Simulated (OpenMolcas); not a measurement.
4s² 4p along the 31-electron sequence

- Program: OpenMolcas 26.06
- Method: CASSCF
- Basis: ANO-RCC-VQZP
- Scalar Hamiltonian: DKH2, point nucleus
- Spin-orbit coupling: RASSI with atomic mean-field integrals over the reference wave functions, term energies averaged over their components

Active space for each ion: 3 electrons in 8 orbitals (4s 4p 5s 5p).

Computed levels in cm-1 above ²P°_1/2:

| Level | Ga | As2+ | Se3+ | Br4+ | Kr5+ |
| --- | --- | --- | --- | --- | --- |
| ²P°_3/2 | 630 | 2572 | 3742 | 5308 | 7188 |
| weight of ²P° in the lowest level (%) | 100 | 100 | 100 | 100 | 100 |

Measured, with the error of the calculation in %. Measured levels: Ga from NIST Handbook of Basic Atomic Spectroscopic Data; As2+, Se3+, Br4+ from Moore, Atomic Energy Levels, vol. II, NSRDS-NBS 35 (1971 reprint of NBS Circular 467, 1952); Kr5+ from Saloman, J. Phys. Chem. Ref. Data 36, 215 (2007).

```csv
Level,Ga,As2+,Se3+,Br4+,Kr5+
²P°_3/2,826 (-23.8),2940 (-12.5),4376 (-14.5),6090 (-12.8),8110 (-11.4)
```

The fine-structure level ²P°_3/2 changes by a factor of 11.4 from Ga to Kr5+. Its fourth root runs 5.01, 7.12, 7.82, 8.54, 9.21, with steps per unit of Z of 1.06, 0.70, 0.71, 0.67; equal steps would mean a (Z - σ)^4 law with constant σ.

Some high roots are left out of the spin-orbit mixing, which shifts the levels that they would mix with (holds for Ga). Without dynamic correlation excited terms often stand tens of per cent too high (terms of higher spin than the ground term too low), and those without a measured partner can miss by more than the paired ones (holds for Ga). Active for correlation alone: 5p 5s; no level in the range computed is led by a configuration that fills them, so any true level of that kind is missing (holds for Ga; Se3+; Br4+; Kr5+). The run also gave levels led by 4s² 5p, which use shells meant for correlation; these and all levels above them are left out (holds for As2+). Measured partners are found by configuration, term and J. A level has none where our copy of the source lacks it or the pairing is in doubt (some pairs that miss far off the trend of their configuration count as doubtful), and it then counts in no deviation. Only configurations of the active space appear.

° marks odd parity.
